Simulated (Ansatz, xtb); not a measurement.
H7N2SiSn+: which of two structures lies lower

Structure a: a singlet given by its coordinates. Structure b: `N[Si](=[NH2+])[SnH3]`, a singlet. Both are isolated ions in the gas phase, relaxed with PBE0-D3(BJ)/def2-SVP; the shapes shown needn't be the lowest conformers.

a (Å):

```xyz
11

N    -1.5959    2.6135   -1.5957
N    -0.1610    0.2297    2.4834
Si   -1.0315    1.8772   -0.1878
Sn   -2.3322    0.4848    1.5205
H    -1.0079    2.7891   -2.4053
H    -2.5614    2.8843   -1.7483
H     0.4642    1.8405   -0.2076
H    -1.2753    0.1210   -0.1518
H     0.6180    0.4088    1.8429
H    -0.0262    0.8497    3.2870
H    -0.0392   -0.7263    2.8284
```

Close contacts (Å): N1–Si3 1.69, N2–Sn4 2.39, Si3–Sn4 2.56, N1–H5 1.02, N1–H6 1.01, N2–H9 1.02, N2–H10 1.02, N2–H11 1.02, Si3–H7 1.50, Si3–H8 1.77, Sn4–H8 2.01.

b (Å):

```xyz
11

N    -1.7923    1.0638   -1.1645
N    -1.4674    3.0247    0.8214
Si   -1.0963    1.4825    0.2959
Sn    0.4598   -0.1289    1.6330
H    -1.6523    0.1516   -1.5903
H    -2.3953    1.6602   -1.7267
H    -2.0588    3.6921    0.3311
H    -1.1144    3.3986    1.6981
H     2.0026    0.2062    1.0106
H     0.2166    0.3569    3.2407
H    -0.1524   -1.6616    1.2380
```

Question: Estimate which is lower in electronic energy at CCSD(T)/def2-SVP + ΔMP2/def2-TZVPP, and by roughly how much.

Answer: The CCSD(T)/def2-SVP + ΔMP2/def2-TZVPP calculation puts structure a lower, by 4.9 kcal/mol.

How the difference moves with the method:

```
                             level              geometry  E(b) − E(a) (kcal/mol)  departure from the last row (kcal/mol)  job, with rough time for the two
              PBE0-D3(BJ)/def2-SVP  PBE0-D3(BJ)/def2-SVP                      +7.2                                    +2.3                optimisation, 62 s
                       HF/def2-SVP  PBE0-D3(BJ)/def2-SVP                      −2.4                                    −7.3           part of the CCSD(T) run
                      MP2/def2-SVP  PBE0-D3(BJ)/def2-SVP                      +2.4                                    −2.5           part of the CCSD(T) run
                  CCSD(T)/def2-SVP  PBE0-D3(BJ)/def2-SVP                      +4.6                                    −0.3                      single point
CCSD(T)/def2-SVP + ΔMP2/def2-TZVPP  PBE0-D3(BJ)/def2-SVP                      +4.9                                                        single point, 28 s
```

HF/def2-SVP puts the two in the other order. The largest departure from CCSD(T)/def2-SVP + ΔMP2/def2-TZVPP is that of HF/def2-SVP, 7.3 kcal/mol. A small imaginary or near-zero mode remains, so no thermal terms are given. Levels run at GFN2-xTB geometries aren't shown. The last row adds to CCSD(T) the change of the MP2 difference between the two basis sets, here +0.3 kcal/mol.

The correlated steps freeze 11 core orbitals; the filled d shell of Sn is correlated, in a basis made for valence electrons. Atoms past krypton carry core potentials in the def2 sets and no spin–orbit term is included. Programs: Ansatz 0.2.0; the last row on 2 threads of Intel(R) Xeon(R) 6975P-C (Granite Rapids) on a shared host.
